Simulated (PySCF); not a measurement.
## How the method changes the constants of SeN⁻

State: ³Σ⁻ (triplet), unpaired electrons π ↑↑. Set-up: basis Se aug-cc-pVDZ-PP with ECP10, N aug-cc-pVDZ; scalar-relativistic core potentials; PySCF 2.14. De refers to Se⁻ + N in their high-spin ground configurations, without counterpoise correction. The functionals are run spin-unrestricted. A positive dipole points towards N; it is taken about the centre of mass and depends on that origin.

```tsv
Level	Re (Å)	ωe (cm⁻¹)	De (eV)	μ (D)	CPU s a point (SCF and correlation, without the integrals)
ROHF	1.825	662	n/a	-1.16	0.17
ROHF-MP2	1.731	730	n/a	n/a	0.34
ROHF-SCS-MP2	1.747	702	n/a	n/a	n/a
PBE	1.779	727	3.89	-2.58	0.79
r²SCAN	1.771	738	3.36	-2.41	1.2
r²SCANh	1.766	747	3.19	-2.37	1.3
B3LYP	1.778	728	3.34	-2.55	0.99
PBE0	1.762	758	3.31	-2.44	1.2
r²SCAN0	1.760	757	2.95	-2.31	1.3
HSE06	1.764	752	3.30	-2.43	1.3
```

(1) What does the step from GGA to meta-GGA do here, going from PBE to r²SCAN?

(2) What does a quarter of exact exchange do here, going from r²SCAN to r²SCAN0?

(3) What does second-order correlation do here, going from ROHF to ROHF-MP2?

Correlated steps freeze 5 core orbitals. Spin–orbit coupling is left out. For an ion De counts to the pair picked by the measured ionisation energies or electron affinities, which need not be the lowest pair at this level. The highest Kohn–Sham level is positive in this anion. Much of that is self-interaction error, but it also means that the finite basis helps to hold the extra electron. The state is the lowest determinant that a PBE0 search found; another state may lie lower at other levels.

The whole job (state search and all levels along the bond) took about 3.1 min on 1 thread of Arm Neoverse V1 (shared host), peak memory 0.79 GiB.

Results:

(1) r²SCAN less PBE: -0.8 pm in Re, +1.5 % in ωe, -0.53 eV in De. 

(2) r²SCAN0 less r²SCAN: -1.1 pm in Re, +2.6 % in ωe, -0.41 eV in De. Exact exchange removes part of the self-interaction that spreads semilocal densities, and in most molecules shortens and stiffens the bond and lowers De; so it does here.

(3) ROHF-MP2 less ROHF: -9.4 pm in Re, +10.3 % in ωe. Correlation nearly always deepens the well. The bond shortens, as in weak, metallic or heavy-atom bonds, where dispersion and the correlation of outer-core electrons pull the atoms together.
